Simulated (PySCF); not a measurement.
PySCF input for C5H8Si, SMILES C#CC(=C)[SiH2]C, PBE/pcSseg-1. Geometry optimised at B3LYP-D3(BJ)/def2-SVP. This is a generated structure with no PubChem entry under its InChIKey; it may be hypothetical. Other conformers were not sampled.

```python
import numpy as np
from pyscf import gto, scf, dft
from pyscf.prop.nmr import rks as nmr

mol = gto.M(
    atom='''
    C     1.04719597   -1.01410116    2.21668535
    C     1.00391765   -0.53476523    1.09998630
    C     0.85181041    0.01015907   -0.21114862
    C     1.88307614    0.56065062   -0.88616652
    Si   -0.89405442   -0.06780854   -0.94763321
    C    -2.11883218    0.78303327    0.19862929
    H     1.10859729   -1.43534716    3.20198523
    H     2.89008088    0.61147774   -0.45951536
    H     1.74379494    0.97551024   -1.88843176
    H    -1.27859404   -1.49868047   -1.13072649
    H    -0.84410217    0.59597575   -2.28420244
    H    -1.87005710    1.84980041    0.31372699
    H    -2.08894647    0.31493573    1.19530222
    H    -3.14701935    0.70578777   -0.18918850
    ''',
    basis='pcSseg-1',
    charge=0,
    spin=0,
    max_memory=1600,
    verbose=3,
)
mf = dft.RKS(mol, xc='pbe')
mf.grids.level = 3
mf.conv_tol = 1e-10
mf.max_cycle = 100
mf.kernel()
n = nmr.NMR(mf)
n.verbose = 2
n.max_cycle_cphf = 60
sigma = n.kernel()
print('atom   isotropic/ppm   span/ppm')
for i, s in enumerate(sigma):
    w = np.linalg.eigvalsh((s + s.T) / 2)
    print(f'{mol.atom_symbol(i):2s}{i + 1:3d} {w.mean():14.3f} {w[2] - w[0]:11.3f}')
```

Log of the run:

```
converged SCF energy = -484.307773637782
atom   isotropic/ppm   span/ppm
C   1         88.575     141.908
C   2         91.307     297.895
C   3         44.125     221.003
C   4         32.726     239.399
Si  5        365.691      77.697
C   6        186.564      10.909
H   7         27.799       9.919
H   8         24.749       8.709
H   9         24.895       8.190
H  10         26.667       7.088
H  11         26.865       7.499
H  12         30.911      10.211
H  13         30.427      10.750
H  14         31.000      11.641
```

The calculation finished and met its thresholds.

Cost: roughly 40 core-seconds.
